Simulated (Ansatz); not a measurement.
Input file for Ansatz (a program for electronic structure): R-CCSD(T)/cc-pVDZ on BrHSe2 (SMILES [SeH][Se]Br), a point of a torsion scan. The run froze 42 orbitals, filled d shells among them.

Ansatz 0.2 input:
```yaml
crystal:
  periodic: [false, false, false]
  atoms:
    - {symbol: Se, position_ang: [-1.37411433, 0.43996288, 0.44564120]}
    - {symbol: Se, position_ang: [0.80426378, 1.05475009, -0.27553477]}
    - {symbol: Br, position_ang: [1.26259124, -0.55181633, -1.84606850]}
    - {symbol: H, position_ang: [-1.48269302, -0.70815714, -0.43174864]}
basis:
  gaussian:
    orbitals: cc-pVDZ
magnetization: {spin_polarized: false}
correlation: {method: ccsd_t, electrons: outside_noble_gas}
scf: {lower_state_search: off}
```

It printed:

```
WARN ansatz: RAYON_NUM_THREADS=1 ignored (pool sized by the plan → 1); use --threads N
Functional definition: HF
these checks for a lower state are left out or cut short: stability, starts, cluster_reference, orbital_swaps, neighbouring_geometries, increment
integrals: 0.10 GiB planned
1015 factors; integrals over basis functions are off by at most 1.1e-3 eV
mean field: 0.37 GiB planned
mean field evaluation 1: about -200617.6824 eV, gradient 1.4e1 eV
mean field evaluation 2: about -200617.6893 eV, gradient 1.4e1 eV
mean field evaluation 4: about -200618.4701 eV, gradient 1.4e0 eV
mean field evaluation 8: about -200618.4832 eV, gradient 1.3e-4 eV
mean field -200618.48324234 eV, -7372.5932750639 hartree, gradient 3.5e-6 eV, S^2 0.000000; 0 other end points of the search recorded, 0 dependent functions left out
42 core orbitals not correlated
reference -200618.48324234 eV, -7372.5932750639 hartree; 10, 10 occupied and 34, 34 virtual orbitals, 1015 factors
second order -9.27695313 eV of doubles, -0.00000000 eV of singles
coupled cluster: 0.13 GiB planned
cycle   1  -9.94688877 eV  change   -6.7e-1 eV  update   7.4e-2
cycle   2  -10.22075192 eV  change   -2.7e-1 eV  update   2.4e-2
cycle   3  -10.25826416 eV  change   -3.8e-2 eV  update   9.4e-3
cycle   4  -10.25673032 eV  change    1.5e-3 eV  update   2.8e-3
cycle   5  -10.25653563 eV  change    1.9e-4 eV  update   1.2e-3
cycle   6  -10.25627654 eV  change    2.6e-4 eV  update   4.1e-4
cycle   7  -10.25624022 eV  change    3.6e-5 eV  update   1.3e-4
cycle   8  -10.25626475 eV  change   -2.5e-5 eV  update   3.4e-5
cycle   9  -10.25626234 eV  change    2.4e-6 eV  update   1.1e-5
perturbative correction -0.28629562 eV, -0.0105211701 hartree
Total energy: -200629.02580030 eV, -7372.9807069231 hartree
Checks for a lower state left out: stability, starts, cluster_reference, orbital_swaps, neighbouring_geometries, increment
```

The run converged.

Cost: around 2.8 core-seconds (rough).
